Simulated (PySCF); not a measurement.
**Potential energy of HI⁻ along the bond**

Set-up: PySCF, scalar-relativistic core potentials, basis sets H aug-cc-pVDZ, I aug-cc-pVDZ-PP with ECP28. Energies in eV from H + I⁻ in their ground configurations at the same level. State: ²Σ⁺ (doublet), unpaired electrons σ ↑.

```json
{"R (Å)": "2.009", "ωB97X": "0.0416"}
{"R (Å)": "2.102", "ωB97X": "-0.0220"}
{"R (Å)": "2.196", "ωB97X": "-0.0630"}
{"R (Å)": "2.266", "ωB97X": "-0.0817"}
{"R (Å)": "2.336", "ωB97X": "-0.0920"}
{"R (Å)": "2.406", "ωB97X": "-0.0956"}
{"R (Å)": "2.499", "ωB97X": "-0.0927"}
{"R (Å)": "2.616", "ωB97X": "-0.0805"}
{"R (Å)": "2.756", "ωB97X": "-0.0592"}
{"R (Å)": "2.943", "ωB97X": "-0.0276"}
```

**Question.** Put a parabola through the three lowest points of the ωB97X curve and estimate Re, k and ωe (reduced mass 0.9999 u; 1 eV/Å² = 0.16022 mdyn/Å; ωe = 1302.8·√(k/μ) cm⁻¹).

**Answer.** Through R = 2.336, 2.406, 2.499 Å the second-order coefficient is 0.507 eV/Å², so Re ≈ 2.422 Å, k ≈ 0.162 mdyn/Å and ωe ≈ 525 cm⁻¹. A polynomial fit of higher order to the unrounded ωB97X energies gives Re = 2.417 Å, k = 0.160 mdyn/Å, ωe = 522 cm⁻¹; anharmonicity and rounding make the difference.

The higher-order fit for each curve: ωB97X: Re = 2.417 Å, ωe = 522 cm⁻¹, De = 0.096 eV.

The bond is weak. Basis-set superposition, not corrected here, can be much of De in a small basis, most of all at correlated wavefunction levels. Spin–orbit coupling is left out. For an ion De counts to the pair picked by the measured ionisation energies or electron affinities, which need not be the lowest pair at this level. The state was picked by a PBE0 search and need not be the measured ground state.
